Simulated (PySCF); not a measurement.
**RbB⁺ from Hartree–Fock to correlated methods**

State: ²Σ⁺ (doublet), unpaired electrons σ ↑. Set-up: Rb def2-SVPD with ECP28, B def2-SVPD; scalar-relativistic core potentials (PySCF 2.14). De refers to Rb⁺ + B in their high-spin ground configurations, without counterpoise correction. The functionals are run spin-unrestricted. A positive dipole points towards B; it is taken about the centre of mass and depends on that origin.

```csv
Level,Re (Å),ωe (cm⁻¹),De (eV),μ (D),"CPU s a point (SCF and correlation, without the integrals)"
UHF,3.698,113,0.248,-0.72,0.073
UHF-MP2,3.601,124,0.286,n/a,0.13
UHF-SCS-MP2,3.620,122,0.277,n/a,n/a
UHF-CCSD,3.623,121,0.276,n/a,n/a
UHF-CCSD(T),3.620,121,0.278,n/a,3.8
PBE,3.585,121,0.321,-0.34,0.37
r²SCAN,3.607,119,0.282,-0.53,0.49
B3LYP,3.593,121,0.290,-0.49,0.42
PBE0,3.572,123,0.302,-0.47,0.56
r²SCAN0,3.581,123,0.285,-0.55,0.57
MN15,3.576,125,0.314,-0.46,0.59
ωB97X,3.512,137,0.309,-0.53,0.36
```

Q: Which functional lies closest to UHF-CCSD(T) in De, which farthest, and by how much do they differ from it?

A: Closest is r²SCAN (-1.3 pm in Re, -1.7 % in ωe, +0.00 eV in De against UHF-CCSD(T) in the same basis), farthest PBE (-3.5 pm in Re, +0.0 % in ωe, +0.04 eV in De). CCSD(T) converges more slowly with the basis than the functionals do and binds too weakly in this one, so the order can change at the basis-set limit.

Q: What does a quarter of exact exchange do here, going from PBE to PBE0?

A: PBE0 less PBE: -1.3 pm in Re, +1.7 % in ωe, -0.02 eV in De. Exact exchange removes part of the self-interaction that spreads semilocal densities, and in most molecules shortens and stiffens the bond and lowers De; so it does here.

Q: What does a quarter of exact exchange do here, going from r²SCAN to r²SCAN0?

A: r²SCAN0 less r²SCAN: -2.6 pm in Re, +3.4 % in ωe, +0.00 eV in De. Exact exchange removes part of the self-interaction that spreads semilocal densities, and in most molecules shortens and stiffens the bond and lowers De; so it does here.

Correlated steps freeze 1 core orbital. The bond is weak. Basis-set superposition, not corrected here, can be much of De in a small basis, most of all at correlated wavefunction levels. Spin–orbit coupling is left out. For an ion De counts to the pair picked by the measured ionisation energies or electron affinities, which need not be the lowest pair at this level. The state is the lowest determinant that a PBE0 search found; another state may lie lower at other levels.

The whole job (state search and all levels along the bond) took about 1.5 min on 1 thread of Arm Neoverse V2 (shared host), peak memory 0.61 GiB.
